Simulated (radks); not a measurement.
Values are calculated unless marked as measured or tabulated.
Question: All-electron atom: Gd+ in [Xe] 4f7 5d1 6s1. Level of theory: Dirac Kohn-Sham, PBE, spin-unpolarised, spherical densities, finite nucleus; open shells are shared between the two j in proportion to 2j + 1; Fermi nuclear charge, rms radius 5.1569 fm (a radial shooting solver on a logarithmic mesh with Libxc functionals). Some entries of the table are withheld. Estimate them.

orbital,occ.,eigenvalue (hartree),<r> (bohr),<1/r> (bohr^-1)
1s1/2,2,-1839.257,0.02191,71.65
2s1/2,2,-303.7361,0.09275,17.09
2p1/2,2,-288.4424,0.07746,17.07
2p3/2,4,-262.8708,0.08430,15.09
3s1/2,2,-67.51650,0.2440,6.231
3p1/2,2,-60.88443,0.2336,(1)
3p3/2,4,-55.63879,0.2467,(2)
3d3/2,4,(3),(4),(5)
3d5/2,6,(6),(7),(8)
4s1/2,2,-13.78558,0.5528,2.604
4p1/2,2,-11.20257,0.5647,2.498
4p3/2,4,-10.03510,0.5942,2.328
4d3/2,4,-5.77829,0.6300,2.110
4d5/2,6,-5.56717,0.6404,2.068
5s1/2,2,-2.05731,1.333,1.000
5p1/2,2,-1.34701,1.494,0.8832
5p3/2,4,-1.18701,1.588,0.8225
4f5/2,3,-0.56725,0.8579,1.533
4f7/2,4,-0.53946,0.8705,1.514
6s1/2,1,-0.34076,3.663,0.3441
5d3/2,0.4,-0.31564,2.522,(9)
5d5/2,0.6,-0.30415,2.588,(10)

Answer: 
(1) 3p1/2 <1/r> (bohr^-1): 6.146
(2) 3p3/2 <1/r> (bohr^-1): 5.643
(3) 3d3/2 eigenvalue (hartree): -44.18060
(4) 3d3/2 <r> (bohr): 0.2187
(5) 3d3/2 <1/r> (bohr^-1): 5.521
(6) 3d5/2 eigenvalue (hartree): -43.03779
(7) 3d5/2 <r> (bohr): 0.2228
(8) 3d5/2 <1/r> (bohr^-1): 5.396
(9) 5d3/2 <1/r> (bohr^-1): 0.5179
(10) 5d5/2 <1/r> (bohr^-1): 0.5040
